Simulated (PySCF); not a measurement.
C2H6AlF, SMILES [CH3][Al]([CH3])[F] (connectivity only; charge and spin as stated), charge +1, multiplicity 2. Atoms are numbered in the order given.

```xyz
10

Al    -0.0995     0.0772    -0.1387
C      1.8253    -0.2588    -0.5452
H      2.1145    -1.2750    -0.2485
H      2.3911     0.5218    -0.0150
H      1.7841    -0.1094    -1.6400
C     -0.4762    -0.5892     1.7542
H     -1.2171    -1.3674     1.5028
H     -0.8996     0.3505     2.1500
H      0.4211    -0.9500     2.2679
F     -1.2661     0.7682    -1.0520
```
Charge +1, spin multiplicity 2.

Geometry: PBE0-D3(BJ)/def2-SVP. The multiplicity is an assumed one; other spin states were not compared. The isomer is the one that the SMILES or the coordinates give; other isomers of the formula were not compared.

These are PySCF with PBE/pcH-1 values and carry that method's errors.

Unrestricted Kohn–Sham, ⟨S²⟩ = 0.755. Hyperfine tensors hold the contact and dipolar terms, without spin-orbit corrections.

Q: Estimate the hyperfine couplings. (An estimate is asked for; the answer gives what the named calculation found.)

A: 
| nucleus | A(iso) (MHz) | A(iso) (G) | dipolar principal values (MHz) |
|---|---|---|---|
| 27Al no. 1 | -180.5 | -64.4 | -33.5, -33.2, 66.7 |
| 13C no. 2 | 42.5 | 15.2 | -36.3, -36.1, 72.4 |
| 1H no. 3 | -17.5 | -6.2 | -16.2, -1.4, 17.6 |
| 1H no. 4 | -5.1 | -1.8 | -16.1, -1.9, 18.0 |
| 1H no. 5 | 52.6 | 18.8 | -16.7, -4.8, 21.6 |
| 13C no. 6 | 41.1 | 14.7 | -44.9, -44.4, 89.3 |
| 1H no. 7 | 17.1 | 6.1 | -20.3, -3.9, 24.2 |
| 1H no. 8 | 23.1 | 8.3 | -20.4, -4.1, 24.6 |
| 1H no. 9 | -26.5 | -9.5 | -20.0, -1.9, 21.9 |
| 19F no. 10 | -10.4 | -3.7 | -54.1, -33.9, 88.0 |

Q: And the g tensor (effective nuclear charges for spin-orbit coupling, GIAO)? (An estimate is asked for; the answer gives what the named calculation found.)

A: principal values 1.9999, 2.0026, 2.0057; isotropic 2.0027.
